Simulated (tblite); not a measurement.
Species: C₅H₇F₃N (doublet state).
SMILES with atom numbers: `[CH3:1][CH2:2][NH:3][CH:4][C:5]([F:6])=[C:7]([F:8])[F:9]` (hydrogens: H10, H11, H12 on C1; H13, H14 on C2; H15 on N3; H16 on C4)

Structure optimised with GFN2-xTB, isolated species. This method treats the open shell by occupation alone, without spin polarisation.

(1) Give the optimised bond lengths and angles.

Answers

(1) 
| bond | length (bohr) | order |
| --- | --- | --- |
| C1–C2 | 2.882 | single |
| C2–N3 | 2.715 | single |
| N3–C4 | 2.567 | single |
| C4–C5 | 2.619 | single |
| C5–F6 | 2.574 | single |
| C5=C7 | 2.590 | double |
| C7–F8 | 2.534 | single |
| C7–F9 | 2.518 | single |
| C1–H10, C1–H11, C1–H12 | 2.054 | single |
| C2–H13, C2–H14 | 2.071 | single |
| N3–H15 | 1.909 | single |
| C4–H16 | 2.032 | single |

Bonds in one row agree within 0.02 bohr and their mean is given. Orders are formal, as drawn. A selection of angles:
| angle | degrees |
| --- | --- |
| C1–C2–N3 | 110.5 |
| C2–N3–C4 | 123.9 |
| N3–C4–C5 | 122.6 |
| C4–C5–F6 | 117.4 |
| C4–C5–C7 | 126.3 |
| F6–C5–C7 | 116.3 |
| C5–C7–F8 | 122.3 |
| C5–C7–F9 | 125.9 |
| F8–C7–F9 | 111.8 |
| H15–N3–C2 | 117.0 |
| H15–N3–C4 | 116.6 |

Dihedral angles: C1–C2–N3–C4 -143° (anticlinal); C2–N3–C4–C5 -169° (antiperiplanar); N3–C4–C5–F6 3° (synperiplanar); C4–C5–C7–F8 0° (synperiplanar). The mirror-image conformer, all signs reversed, is as good.

C7 (carbon bonded to C and 2 F) is planar (angles 125.9°, 122.3° and 111.8°, sum 360.0°, 0.00 Å off the plane of its three neighbours). H15 on N3 lies 2.37 Å from F6, 4 bonds away (angle at H 101°; Bondi radii sum to 2.67 Å). N3 (nitrogen bonded to 2 C and H) is almost planar (angles 123.9°, 117.0° and 116.6°, sum 357.5°, 0.11 Å off the plane of its three neighbours). The C–N distances run from 1.359 Å (N3–C4, drawn single) to 1.437 Å (C2–N3, drawn single), a spread of 0.078 Å. The 3 C–F bonds span 1.333 Å (C7–F9, drawn single) to 1.362 Å (C5–F6, drawn single), a spread of 0.029 Å. C4 (carbon bonded to C, N and H) is planar (angles 122.6°, 119.3° and 118.1°, sum 359.9°, 0.02 Å off the plane of its three neighbours). The C–C distances run from 1.371 Å (C5=C7, drawn double in one of several resonance forms) to 1.525 Å (C1–C2, drawn single), a spread of 0.154 Å.

Point group: C1 (no symmetry element, even within 0.4 Å). Its lowest GFN2-xTB frequency is 12 cm⁻¹, too small to tell a flat minimum from a shallow saddle.

On an Arm Neoverse V2 with one thread, shared host, this took 0.54 s of wall time. This is the geometry optimisation.

All values are computed, not measured.
